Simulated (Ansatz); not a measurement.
Stepwise reaction of `C[SiH](Cl)Cl` with ammonia, as a gas-phase model of exchange steps in deposition or etching. ΔE in kJ/mol; ΔG adds harmonic PBE0-D4 terms to CCSD(T)/CBS, at 1 bar.

Computed with Ansatz on PBE0-D4/def2-TZVP structures; ΔE is electronic, products minus reactants. CCSD(T)/CBS adds triple-zeta CCSD(T) − MP2 to the extrapolated MP2 energy (def2 sets, frozen cores). This one scheme is used for every species. Functionals use def2-TZVPP. B3LYP here is the variant with VWN-RPA as its local correlation; programs differ in this. One conformer a species, not always the lowest.

```tsv
step	reaction	PBE-D4	B3LYP-D4	ωB97M-V	CCSD(T)/CBS	ΔG(500 K)
1	`C[SiH](Cl)Cl` + NH₃ → `C[SiH](N)Cl` + HCl	41.9	38.0	39.1	39.3	33.0
```

Question: Give the row of step 2, `C[SiH](N)Cl` + NH₃ → `C[SiH](N)N` + HCl. (Best estimate.)

Answer: The calculation gave: 
| step | reaction | PBE-D4 | B3LYP-D4 | ωB97M-V | CCSD(T)/CBS | ΔG(500 K) |
| --- | --- | --- | --- | --- | --- | --- |
| 2 | `C[SiH](N)Cl` + NH₃ → `C[SiH](N)N` + HCl | 60.4 | 56.2 | 57.0 | 55.6 | 48.4 |

Question: By hand: ΔE of the 2 steps together at CCSD(T)/CBS.

Answer: (39.3) + (55.6) = 94.9 kJ/mol, or 47.5 kJ/mol a step.

In ΔE each step is higher than the one before. All are uphill at CCSD(T)/CBS. ΔG lies between 33.0 and 48.4 kJ/mol a step. PBE-D4 differs from CCSD(T)/CBS by 2.6 to 4.8 kJ/mol a step. Isolated molecules leave out the surface, adducts and barriers. Largest T1 diagnostic: 0.009.
